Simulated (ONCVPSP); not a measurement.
Potentials for manganese (Mn) compared

Generated with ld1.x 7.5 (TM, RRKJ, ultrasoft, PAW), atompaw 4.2 or ONCVPSP 4.0.1. The cutoff is in Ry: for ld1.x and atompaw files where the sum of valence levels is converged to 10 mRy in a Bessel basis, for ONCV files where the hardest occupied wave has 1 mHa per electron of residual kinetic energy. The error is the largest all-electron minus pseudo excitation energy over each file’s own four to seven test configurations (ionisations up to +4, promotions, holes and added fractions of an electron), all of which were solved. The labels leave out finer settings (local radius, basis sizes, second energies), which also bear on the numbers. Spin-polarised tests are not counted. The rows are a selection from randomly drawn settings: files with unsolved tests, undetermined cutoffs or missed reference levels are left out.

A true bound ghost makes a file unfit for plane-wave use even where its test errors are small: the radial tests pick states by their node count and pass the ghost by.

| potential | cutoff (Ry) | largest error (meV) | bound ghosts |
| --- | --- | --- | --- |
| ONCV, LDA (Perdew-Wang 92), scalar-relativistic, rc 1.65/1.05/1.75 (spd), local smoothed, core correction yes, reference 3s2 3p6 3d5 4s1, qcut 7.8/16.1/8.6, projectors 2/2/3 | 145 | +661 | none |
| ONCV, PBE, scalar-relativistic, rc 1.15/1.30/2.05 (spd), local smoothed, core correction no, reference 3s2 3p6 3d5 4s2, qcut 9.7/9.3/6, projectors 2/2/2 | 85 | -533 | none |
| ONCV, BLYP, scalar-relativistic, rc 1.20/0.85/1.30/1.45 (spdf), local smoothed, core correction yes, reference 3s2 3p6 3d6 4s1, qcut 10.8/9.9/12.7/6.7, projectors 2/2/2/2 | 115 | +6.1 | none |
| ONCV, PBE, scalar-relativistic, rc 2.75/1.55/1.90 (spd), local smoothed, core correction yes, reference 3p6 3d5 4s1 4p1, qcut 2/7.8/6.9, projectors 2/2/1 | 48 | +190 | s |
| ONCV, LDA (Perdew-Wang 92), scalar-relativistic, rc 1.40/1.00/1.05 (spd), local smoothed, core correction yes, reference 3s2 3p6 3d5.5 4s1.5, qcut 8/7.6/11.9, projectors 2/2/2 | 124 | -3.9 | none |

Problem. Fill in the row for Mn: ONCV, PBEsol, scalar-relativistic, rc 1.25/1.30/1.75 (spd), local smoothed, core correction yes, reference 3s2 3p6 3d5 4s2, qcut 12.5/11.5/7.3, projectors 2/1/2.

Solution. cutoff 88 Ry, largest error -271 meV, bound ghosts: none.
